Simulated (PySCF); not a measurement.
B3LYP has the VWN-RPA correlation part, as in Gaussian. Delta-SCF ions had no search for a lower state. Excitations are Tamm–Dancoff values on a coarser integration grid. The basis has no diffuse functions, so Rydberg states are missing or too high.

**H6Ge2S2, SMILES `[SH][GeH2][GeH2][SH]` (charge 0, multiplicity 1)**

Level of theory: PySCF with B3LYP-D3(BJ)/def2-TZVP // B3LYP-D3(BJ)/def2-SVP.

```json
{
 "HOMO": "-6.81 eV",
 "dipole_moment": "0.01 D",
 "HOMO–LUMO gap": "5.65 eV",
 "LUMO": "-1.16 eV",
 "S1 excitation (TDA)": "4.83 eV",
 "S1 oscillator strength": "0.111",
 "brightest of the four lowest singlets (TDA)": "4.83 eV",
 "T1 excitation (TDA)": "4.25 eV",
 "S1–T1 gap (TDA)": "0.58 eV",
 "vertical ionisation energy (Delta-SCF)": "8.67 eV",
 "total_energy": "-4954.2305 Ha",
 "cost": "about 9 core-minutes (a rough figure)"
}
```

```xyz
10

S     -2.8735     0.2246     0.4597
Ge    -0.7937     0.9589    -0.0304
Ge     0.8304    -0.8089     0.4053
S      2.9118    -0.0823    -0.0884
H     -2.8533    -0.7664    -0.4624
H     -0.5790     2.1546     0.9193
H     -0.7145     1.4430    -1.4950
H      0.6096    -2.0051    -0.5424
H      0.7514    -1.2909     1.8707
H      2.8973     0.9113     0.8311
```
